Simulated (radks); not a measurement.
Spherical jellium clusters: N electrons in a uniform positive sphere of charge N and radius rs N^(1/3), rs = 5.17 bohr. Method: non-relativistic Kohn-Sham, PBEsol, spin-polarised, spherical densities; computed with a radial shooting solver with Libxc functionals. Levels are named by radial order and angular momentum (1s, 1p, 1d, 2s, ...), and open shells are averaged over m.

N = 5, configuration 1s2 1p(up 3, down 0). This is the lowest configuration that the search found. Occupied levels:

| level | occupation | eigenvalue (eV) | <r> (bohr) |
|---|---|---|---|
| 1s up | 1 | -3.4338 | 6.196 |
| 1s down | 1 | -2.9109 | 5.685 |
| 1p up | 3 | -2.5159 | 7.345 |

Energy (eV): total -8.34369, kinetic 6.0094, external -90.934, Hartree 45.004, exchange-correlation -14.594, background 46.170.
